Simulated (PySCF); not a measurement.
Molecular orbitals of AlTl⁺

B3LYP at R = 3.471 Å; PySCF, scalar-relativistic core potentials, basis sets Al def2-SVP, Tl def2-SVP with ECP60. State: ²Σ⁺ (doublet), unpaired electrons σ ↑. Only the outer orbitals are listed, counted within each symmetry, core potentials removing the inner ones.

```csv
spin,orbital,occ.,ε (eV),on Al (%),main shells (%)
α,1δ,1,-22.62,0,100 Tl d
α,1δ,1,-22.62,0,100 Tl d
α,3π,1,-22.51,0,100 Tl d
α,3π,1,-22.51,0,100 Tl d
α,6σ,1,-22.48,0,100 Tl d
α,7σ,1,-15.77,9,90 Tl s
α,8σ,1,-13.50,88,"88 Al s, 8 Tl s"
α,9σ,1,-8.94,60,"57 Al p, 38 Tl p"
α,4π,0,-7.11,52,"52 Al p, 47 Tl p"
α,4π,0,-7.11,52,"52 Al p, 47 Tl p"
α,5π,0,-6.07,47,"53 Tl p, 47 Al p"
β,1δ,1,-22.61,0,100 Tl d
β,1δ,1,-22.61,0,100 Tl d
β,3π,1,-22.44,0,100 Tl d
β,3π,1,-22.44,0,100 Tl d
β,6σ,1,-22.40,0,100 Tl d
β,7σ,1,-15.43,7,92 Tl s
β,8σ,1,-13.00,92,92 Al s
β,9σ,0,-7.07,50,"48 Tl p, 47 Al p"
β,4π,0,-7.00,51,"51 Al p, 48 Tl p"
β,4π,0,-7.00,51,"51 Al p, 48 Tl p"
```

Problem. Which are the highest filled and the lowest empty level, where do they sit, and how wide is the gap?

Solution. Highest filled α 9σ at -8.94 eV (in %: 57 Al p, 38 Tl p); lowest empty α 4π at -7.11 eV (in %: 52 Al p, 47 Tl p); the gap at B3LYP is 1.83 eV.

| Property | Result |
| --- | --- |
| bond order (Mayer) | 0.54 |
| ⟨S²⟩ | 0.755 |
| charge on Al (Mulliken, basis-dependent) | 0.44 |
| charge on Al (Löwdin, basis-dependent) | 0.49 |
| dipole moment (positive dipole points towards Tl; it is taken about the centre of mass and depends on that origin) | -5.28 D |
| polarisability along the bond | 160.0 bohr³ |
| polarisability across the bond | 47.4 bohr³ |

These are scalar-relativistic numbers at best; spin–orbit coupling would shift them, the dissociation energy most. The state is the lowest determinant that a PBE0 search found; another state may lie lower at other levels.
